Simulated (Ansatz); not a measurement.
Species: sum formula ZrOCl (charge 0, doublet). The spin state was set by rule; other spins were not relaxed. 
Structure (B3LYP-D3(BJ)/def2-TZVP (Ansatz, an electronic-structure program) minimum search):
SMILES: [O]=[Zr][Cl]
```xyz
3

Zr     0.4555     0.3010    -0.2035
O     -0.6307     1.3597    -1.0465
Cl    -0.7749    -1.3482     0.9712
```
Charge 0, spin multiplicity 2.

Dipole moments at this geometry, in debye (magnitudes).

| level | program | dipole (D) |
|---|---|---|
| PBE/def2-TZVPD | Ansatz | 4.56 |
| B97M-V/def2-TZVPD | Ansatz | 4.95 |
| r2SCANh/def2-TZVPD | Ansatz | (withheld) |
| CAM-B3LYP/def2-TZVPD | Ansatz | 5.18 |
| CCSD(T)/def2-SVPD | Ansatz | (withheld) |

Fill in the missing entries.


- r2SCANh/def2-TZVPD, dipole (D): 5.30
- CCSD(T)/def2-SVPD, dipole (D): 4.85
